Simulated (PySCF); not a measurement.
The third ionisation energy along the 5p block

Calculated with PySCF 2.14 from differences of total energies of unrestricted determinants, without spin-orbit coupling. Values in eV. The last column holds reference values (NIST; (s) semi-empirical, (t) theoretical, else measured). Unmarked ones compare directly (S terms, centres of terms, or small fine structure); those marked * lie between the lowest fine-structure levels and include a spin-orbit shift.

| element | configurations | LDA | PBE | r2SCAN | MP2 (valence) | CCSD (valence) | CCSD(T) (valence) | reference |
| --- | --- | --- | --- | --- | --- | --- | --- | --- |
| In (dyall-av2z, non-relativistic) | [Kr] 4d10 5s1 → [Kr] 4d10 | 27.767 | 27.384 | 27.033 | n/a | n/a | n/a | 28.044 |
| Sn (dyall-av2z, non-relativistic) | [Kr] 4d10 5s2 → [Kr] 4d10 5s1 | 29.936 | 29.483 | 29.074 | 28.070 | 28.377 | 28.377 | 30.506 |
| Te (dyall-av2z, non-relativistic) | [Kr] 4d10 5s2 5p2 → [Kr] 4d10 5s2 5p1 | 27.549 | 27.332 | 27.502 | 27.018 | 27.046 | 27.054 | 27.84 ± 0.04 * |
| I (dyall-av2z, non-relativistic) | [Kr] 4d10 5s2 5p3 → [Kr] 4d10 5s2 5p2 | 30.324 | 30.121 | 30.361 | 29.982 | 29.928 | 29.933 | 29.57 ± 0.025 * |
| Xe (dyall-av2z, non-relativistic) | [Kr] 4d10 5s2 5p4 → [Kr] 4d10 5s2 5p3 | 30.623 | 30.269 | 30.276 | 29.493 | 29.516 | 29.527 | 31.05 ± 0.04 (s) * |

Fill in the row of Sb (dyall-av2z, non-relativistic) ([Kr] 4d10 5s2 5p1 → [Kr] 4d10 5s2).

LDA 24.793; PBE 24.573; r2SCAN 24.714; MP2 (valence) 24.137; CCSD (valence) 24.217; CCSD(T) (valence) 24.230; reference 25.323 * (eV).

"Valence" correlates the outer s and p shells and, in groups 3 to 12 and the f block, the outer d or f shell, open or full, or the next shell where the ion has no valence electron left; the wider scheme adds the next inner shell.
